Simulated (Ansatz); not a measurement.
BH6SbSi, SMILES `[BH2][SbH][SiH3]`. Charge 0, multiplicity 1. Sb: def2 effective core potential.

Z-matrix (Å, degrees):
```
Si
Sb 1 2.564
H 1 1.486 2 108.9
H 1 1.486 2 107.0 3 -118.2
H 1 1.486 2 113.7 3 121.3
B 2 2.199 1 89.7 3 -166.3
H 2 1.705 1 95.6 3 -69.7
H 6 1.193 2 121.6 1 123.3
H 6 1.195 2 118.2 1 -60.5
```

Question: What are the harmonic wavenumbers in cm⁻¹ at PBE0-D4/def2-TZVP (Ansatz, finite differences of forces, unscaled)? (Estimate.)

Answer: The calculation gave: 48, 91, 234, 310, 423, 458, 516, 532, 626, 707, 861, 890, 932, 948, 1147, 1968, 2219, 2233, 2238, 2592, 2698.

Question: Is this a minimum?

Answer: Yes, all 21 modes are real.

Question: Give the ideal-gas thermochemistry at 298.15 K and 1 bar (rigid rotor, harmonic oscillator; point group C1, symmetry number 1).

Answer: Zero-point energy 135.6 kJ/mol; H(298) − E = 155.9 kJ/mol; entropy 349.9 J/(mol·K), of which translation 172.7, rotation 110.7, vibration 66.5; G(298) − E = 51.6 kJ/mol. Modes under 100 cm⁻¹ are hindered rotations or soft bends, so the harmonic entropy is rough.

Question: Rotational constants (cm⁻¹)?

Answer: 0.2359, 0.09198, 0.07022.
